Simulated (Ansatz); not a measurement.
`[SH][In]([SH])[Cl]` + NH₃ → `[NH2][In]([SH])[SH]` + HCl  (ligand exchange at the In–Cl bond)

Computed with Ansatz on PBE0-D4/def2-TZVP structures; ΔE is electronic, products minus reactants. CBS: MP2 limit from def2 TZ/QZ plus the TZ coupled-cluster correction, frozen cores. This one scheme is used for every species. DFT in def2-TZVPP. B3LYP here is the variant with VWN-RPA as its local correlation; programs differ in this. HSE06 is defined as in plane-wave codes. Elements past krypton have def2 core potentials. For In outer-core shells are correlated without core-valence functions, which leaves a few kJ/mol of doubt a bond. One conformer a species, not always the lowest.

```csv
level,ΔE (kcal/mol),difference from CCSD(T)/CBS
LDA (SPW92),24.6,-1.2
PBE-D4,26.3,0.5
revPBE-D4,26.2,0.4
r2SCAN-D4,27.5,1.7
B97M-V,28.9,3.1
PBE0-D4,27.4,1.6
r2SCANh-D4,27.8,2.0
r2SCAN0-D4,28.2,2.4
HSE06-D4,27.5,1.7
BHLYP-D4,28.8,3.0
CAM-B3LYP-D4,26.5,0.7
ωB97X-V,26.7,0.9
B2PLYP,26.7,0.9
PBE-QIDH,27.2,1.4
revPBE,26.8,1.0
BLYP,26.5,0.7
r2SCAN,27.5,1.7
PBE0,27.5,1.7
B3LYP,27.4,1.6
r2SCANh,27.8,2.0
r2SCAN0,28.2,2.4
HSE06,27.6,1.8
BHLYP,28.6,2.8
CAM-B3LYP,26.5,0.7
LC-ωPBE,25.9,0.1
RPA@PBE/def2-TZVPP,24.3,-1.5
HF/def2-SVP,32.7,6.9
MP2/def2-SVP,27.4,1.6
CCSD/def2-SVP,27.8,2.0
CCSD(T)/def2-SVP,27.4,1.6
HF/def2-TZVPP,30.8,5.0
MP2/def2-TZVPP,25.6,-0.2
SCS-MP2/def2-TZVPP,25.7,-0.1
CCSD/def2-TZVPP,25.8,0.0
CCSD(T)/def2-TZVPP,25.4,-0.4
HF/def2-QZVPP,30.7,4.9
SCS-MP2/def2-QZVPP,25.9,0.1
HF/CBS(def2),30.6,4.8
MP2/CBS(def2),26.0,0.2
CCSD/CBS(def2),26.2,0.4
CCSD(T)/CBS,25.8,0
```

Largest T1 diagnostic among the species: 0.014.

From r2SCAN to r2SCAN0 (25 % exact exchange), in def2-TZVPP and without D4, ΔE moves by +0.7 kcal/mol. Leaving LDA and LC-ωPBE aside and taking each functional with its dispersion term where it has one, the values spread over 2.7 kcal/mol, from revPBE-D4 to B97M-V. LDA lies −1.7 kcal/mol from PBE without D4. At CCSD(T), def2-SVP lies +1.6 kcal/mol from the extrapolated value and def2-TZVPP −0.4 kcal/mol.
